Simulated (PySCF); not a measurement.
# C₆ coefficients of unlike pairs at PBE

Calculated with PySCF 2.14 from the dipole response of each species, C₆(A,B) = (3/π) ∫ α_A(iu) α_B(iu) du, in atomic units, from isotropic polarisabilities. For ions this is the dispersion term alone; charge-induced terms of lower order in 1/R come first.

```csv
species,configuration,basis,relativity,α (bohr³),C₆ (like pair)
Ge²⁺,[Ar] 3d10 4s2 (1S),"aug-cc-pVTZ-PP with one added diffuse shell each of s, d, f type with ECP10MDF (7s5p5d3f)",core potential,10.23,37.79
S³⁺,[Ne] 3s2 3p1 (2P),dyall-acv3z (19s12p6d4f),none,5.343,14.18
Pd³⁺,[Kr] 4d7 (4F),aug-cc-pwCVDZ-PP with ECP28MDF (6s6p5d3f),core potential,4.414,20.12
Mg,[Ne] 3s2 (1S),aug-cc-pVTZ-DK (6s5p3d2f),spin-free X2C,73.82,656.9
```

(1) Estimate C₆ for Mg with Ge²⁺.

No spin-orbit coupling is included.

The other pairs:

```json
{"pair": "Mg, S³⁺", "C₆": "76.95"}
{"pair": "Pd³⁺, Ge²⁺", "C₆": "24.42"}
{"pair": "Pd³⁺, S³⁺", "C₆": "15.82"}
{"pair": "Mg, Pd³⁺", "C₆": "70.97"}
{"pair": "S³⁺, Ge²⁺", "C₆": "22.90"}
```

Answers

(1) The integral gives 136.6. The combination rule 2 C_A C_B / (C_A α_B/α_A + C_B α_A/α_B) gives 136.5 and the geometric mean 157.5.
